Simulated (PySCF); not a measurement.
Start geometry of `[F][AlH2-][N+]#CC` from GFN2-xTB (Å):
```
atom  x, y, z in Å
C1    -2.163    0.048   -0.150
C2    -0.770    0.033   -0.065
N3     0.357    0.018    0.000
Al4    2.413   -0.044    0.144
F5     2.498   -1.533    0.878
H6    -2.533    1.105   -0.034
H7    -2.606   -0.554    0.628
H8    -2.481   -0.295   -1.135
H9     2.607    1.199    1.057
H10    2.727    0.003   -1.346
```

**Question.** What comes out of this run: PBE0-D3(BJ)/def2-SVP geometry optimisation, gas phase (PySCF 2.14.0)?

**Answer.** 
```
atom  x, y, z in Å
C1    -2.1889    0.1352   -0.1826
C2    -0.7506    0.0566   -0.0671
N3     0.3944   -0.0111    0.0263
Al4    2.4291   -0.1129    0.1876
F5     2.5326   -1.6098    0.9593
H6    -2.5305    1.1393    0.1071
H7    -2.6513   -0.6086    0.4822
H8    -2.4906   -0.0682   -1.2199
H9     2.6884    1.1606    1.1134
H10    2.8210   -0.1038   -1.3592
```

The energy falls by 4.0 kcal/mol over 10 energy and gradient evaluations, the largest force component goes from 0.0603 to 3.2e-04 Eh/bohr, and the atoms move by 0.100 Å rms after alignment. The bond that changes most is Al4–H10 (ends: aluminium bonded to F, N and 2 H; Al–H hydrogen), which lengthens by 0.073 Å. Bonds longer at the end by more than 0.005 Å: 7 of 9; shorter: 2. Among the angles that change most is H6–C1–H8, from 107.0° to 109.4°. Rotational constants go from 12379, 1564, 1430 to 12274, 1513, 1388 MHz. The orientation of the end geometry is arbitrary; only internal coordinates are fixed.

The run used 99 basis functions and 61 SCF cycles in all.

Not checked by PBE0-D3(BJ)/def2-SVP frequencies.
